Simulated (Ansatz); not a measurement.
Basis-set series for `[F][Au-][P+](F)(F)F`. Total charge 0; spin multiplicity 1. Au: def2 effective core potential. The geometry is a stationary point of PBE0-D4/def2-TZVP. It is one conformer, not always the lowest.

| functional | basis | functions | energy (Eh) | HOMO (eV) | LUMO (eV) |
| --- | --- | --- | --- | --- | --- |
| PBE0-D4 | def2-SVP | 106 | -875.64449 | -8.83 | -1.32 |
| PBE0-D4 | def2-QZVPP | 386 | -876.35224 | -8.93 | -1.56 |
| ωB97M-V | def2-SVP | 106 | -875.94909 | -11.16 | 0.44 |
| ωB97M-V | def2-QZVPP | 386 | -876.66461 | -11.25 | 0.06 |

Give the rows for def2-TZVPP. (An estimate is asked.)

Ansatz gave: 
| functional | basis | functions | energy (Eh) | HOMO (eV) | LUMO (eV) |
| --- | --- | --- | --- | --- | --- |
| PBE0-D4 | def2-TZVPP | 222 | -876.31504 | -8.92 | -1.47 |
| ωB97M-V | def2-TZVPP | 222 | -876.62916 | -11.23 | 0.23 |

Positive LUMOs are unbound and depend on the basis.
